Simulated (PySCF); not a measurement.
Polarisability and C₆ of Te²⁺ (tellurium, charge +2)

[Kr] 4d10 5s2 5p2, high-spin 3P determinant. Calculation: PySCF 2.14, in aug-cc-pV5Z-PP with ECP28MDF (8s8p6d4f3g2h, 139 functions); a scalar-relativistic core potential. Coupled (time-dependent) response in atomic units; α is the mean over directions.

```tsv
method	mean α (bohr³)	α xx, yy, zz	C₆ (like pair)	S(−4)
PBE0	14.93	14.71, 15.03, 15.03	98.37	52.32
TPSS	15.00	14.74, 15.12, 15.12	99.71	52.35
```

S(−4) is the Cauchy moment in α(ω) = α(0) + S(−4) ω² + …

Spin-orbit coupling is absent.

α(iu) at TPSS:

```csv
u (hartree),α(iu) (bohr³)
0,15.00
0.0500,14.87
0.100,14.49
0.200,13.19
0.300,11.51
0.500,8.336
0.750,5.648
1.00,4.066
1.50,2.470
2.00,1.717
3.00,1.007
5.00,0.4787
```

A single London oscillator, α(iu) = α/(1 + u²/ω²), gives C₆ = (3/4) ω α². Matching the computed C₆ needs ω = 4 × 99.71 / (3 × 15.00²) = 0.591 hartree.

For an ion, C₆ is the dispersion term alone; charge-induced terms of lower order in 1/R come first.

The components differ because the open shell of this determinant is not spherical; for a pure term their mean is the scalar polarisability.

Energies and moments cover only the electrons outside the core potential.
